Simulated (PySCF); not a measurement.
C₂HF₃O₂, triplet, at a GFN2-xTB geometry (a higher spin typed on purpose: for a closed-shell molecule this is an excited state), with bond 6-4 at 1.5 times its length; B3LYP/3-21G (PySCF).

The PySCF input:
```python
from pyscf import gto, scf, dft

mol = gto.Mole()
mol.atom = '''
    O     1.657905   -0.882706   -0.072201
    C     0.989368    0.253699   -0.362919
    O     1.226407    1.426119    0.056383
    C    -0.590718   -0.066408   -0.024763
    F    -0.783629   -0.226495    1.282326
    F    -1.743529    1.392206   -0.680669
    F    -0.916552   -1.189740   -0.638258
    H     2.068549   -0.878940    0.814322
'''
mol.basis = '3-21g'
mol.charge = 0
mol.spin = 2
mol.verbose = 4
mol.build()

mf = dft.UKS(mol)
mf.xc = 'b3lyp'
mf.kernel()
mo_i, mo_e, stable_i, stable_e = mf.stability(internal=True, external=False, return_status=True, nroots=6, tol=1e-6)
print('internally stable:', stable_i, ' externally stable:', stable_e)
if not stable_i:
    umf = mf.copy()
    umf.scf_summary = {}
    umf.kernel(umf.make_rdm1(mo_i, mf.mo_occ))
mf.analyze()
```

It wrote (shortened):

```
PySCF version 2.14.0

[INPUT] verbose = 4
[INPUT] num. atoms = 8
[INPUT] num. electrons = 56
[INPUT] charge = 0
[INPUT] spin (= nelec alpha-beta = 2S) = 2
[INPUT] symmetry False subgroup None
[INPUT] Mole.unit = angstrom
[INPUT] Symbol           X                Y                Z      unit          X                Y                Z       unit  Magmom
[...]
nuclear repulsion = 314.700029198406
number of shells = 37
number of NR pGTOs = 108
number of NR cGTOs = 65
basis = 3-21g
ecp = {}

******** <class 'pyscf.dft.uks.UKS'> ********
method = UKS
initial guess = minao
damping factor = 0
level_shift factor = 0
DIIS = <class 'pyscf.scf.diis.CDIIS'>
diis_start_cycle = 1
diis_space = 8
diis_damp = 0
SCF conv_tol = 1e-09
SCF conv_tol_grad = None
SCF max_cycles = 50
direct_scf = True
direct_scf_tol = 1e-13
number electrons alpha = 29  beta = 27
XC library pyscf.dft.libxc version 7.1.2
    S. Lehtola, C. Steigemann, M. J. T. Oliveira, and M. A. L. Marques,  SoftwareX 7, 1–5 (2018)
XC functionals = b3lyp
    P. J. Stephens, F. J. Devlin, C. F. Chabalowski, and M. J. Frisch,  J. Phys. Chem. 98, 11623 (1994)
radial grids:
    Treutler-Ahlrichs [JCP 102, 346 (1995); DOI:10.1063/1.469408] (M4) radial grids

becke partition: Becke, JCP 88, 2547 (1988); DOI:10.1063/1.454033
pruning grids: <function nwchem_prune>
grids dens level: 3
symmetrized grids: False
atomic radii adjust function: <function treutler_atomic_radii_adjust>
small_rho_cutoff = 0
Set gradient conv threshold to 3.16228e-05
tot grids = 109000
init E= -524.2281001335

cycle= 1 E= -523.134209570682  delta_E= 1.09  |g|= 1.01  |ddm|= 2.21
cycle= 2 E= -512.973286121189  delta_E= 10.2  |g|= 4.15  |ddm|= 4.63
cycle= 3 E= -522.777308152289  delta_E= -9.8  |g|=  1.3  |ddm|= 4.32
cycle= 4 E= -522.754035249376  delta_E= 0.0233  |g|=  1.3  |ddm|=    2

cycle= 5 E= -523.622694409923  delta_E= -0.869  |g|= 0.134  |ddm|= 1.21

cycle= 6 E= -523.626743895382  delta_E= -0.00405  |g|= 0.116  |ddm|= 0.233

cycle= 7 E= -523.633115463783  delta_E= -0.00637  |g|= 0.0494  |ddm|= 0.159

cycle= 8 E= -523.634534627659  delta_E= -0.00142  |g|= 0.0266  |ddm|= 0.0867

cycle= 9 E= -523.635257374422  delta_E= -0.000723  |g|= 0.0152  |ddm|= 0.0904

cycle= 10 E= -523.635469177115  delta_E= -0.000212  |g|= 0.00801  |ddm|= 0.0461

cycle= 11 E= -523.635539831427  delta_E= -7.07e-05  |g|= 0.00222  |ddm|= 0.0338

cycle= 12 E= -523.635546971064  delta_E= -7.14e-06  |g|= 0.00131  |ddm|= 0.0104

[...]
converged SCF energy = -523.635550332707  <S^2> = 2.0056949  2S+1 = 3.0037942
<class 'pyscf.dft.uks.UKS'> wavefunction is stable in the internal stability analysis
internally stable: True  externally stable: None
Total Energy =                        -523.635550332707453
[...]
spin_pop of  2 O 3px       0.00072
spin_pop of  2 O 3py       0.00045
spin_pop of  2 O 3pz       0.00085
spin_pop of  3 C 1s       -0.00000
spin_pop of  3 C 2s        0.04387
spin_pop of  3 C 3s        0.00005
spin_pop of  3 C 2px       0.06716
spin_pop of  3 C 2py       0.00481
spin_pop of  3 C 2pz       0.00094
spin_pop of  3 C 3px       0.00077
spin_pop of  3 C 3py       0.00101
spin_pop of  3 C 3pz       0.00001
spin_pop of  4 F 1s       -0.00000
spin_pop of  4 F 2s        0.00169
spin_pop of  4 F 3s        0.00004
spin_pop of  4 F 2px       0.02489
spin_pop of  4 F 2py       0.00111
spin_pop of  4 F 2pz       0.00998
spin_pop of  4 F 3px       0.00010
spin_pop of  4 F 3py       0.00002
spin_pop of  4 F 3pz       0.00004
spin_pop of  5 F 1s       -0.00000
spin_pop of  5 F 2s       -0.00029
spin_pop of  5 F 3s       -0.00003
spin_pop of  5 F 2px       0.02508
spin_pop of  5 F 2py       0.03927
spin_pop of  5 F 2pz      -0.00266
spin_pop of  5 F 3px       0.00004
spin_pop of  5 F 3py       0.00001
spin_pop of  5 F 3pz      -0.00000
spin_pop of  6 F 1s       -0.00000
spin_pop of  6 F 2s        0.00043
spin_pop of  6 F 3s        0.00001
spin_pop of  6 F 2px       0.02894
spin_pop of  6 F 2py       0.00233
spin_pop of  6 F 2pz      -0.00073
spin_pop of  6 F 3px       0.00012
spin_pop of  6 F 3py       0.00000
spin_pop of  6 F 3pz       0.00002
spin_pop of  7 H 1s        0.05460
spin_pop of  7 H 2s        0.00069
 ** Mulliken Spin Density (per atom)  **
spin density of  0 O =      0.10182
spin density of  1 C =      0.60108
spin density of  2 O =      0.99279
spin density of  3 C =      0.11862
spin density of  4 F =      0.03787
spin density of  5 F =      0.06141
spin density of  6 F =      0.03112
spin density of  7 H =      0.05529
 ** Mulliken pop alpha/beta on meta-lowdin orthogonal AOs **
 ** Mulliken pop       alpha | beta **
In total            29.00000 | 27.00000
 ** Mulliken atomic charges   ( Nelec_alpha | Nelec_beta ) **
charge of  0O =     -0.35792  (     4.22987      4.12805 )
charge of  1C =      0.20479  (     3.19815      2.59707 )
charge of  2O =     -0.11675  (     4.55477      3.56198 )
charge of  3C =      0.49794  (     2.81034      2.69172 )
charge of  4F =     -0.14129  (     4.58958      4.55171 )
charge of  5F =     -0.26939  (     4.66540      4.60399 )
charge of  6F =     -0.12020  (     4.57566      4.54454 )
charge of  7H =      0.30281  (     0.37624      0.32095 )
Dipole moment(X, Y, Z, Debye):  2.54466, -1.91418,  2.40987
```
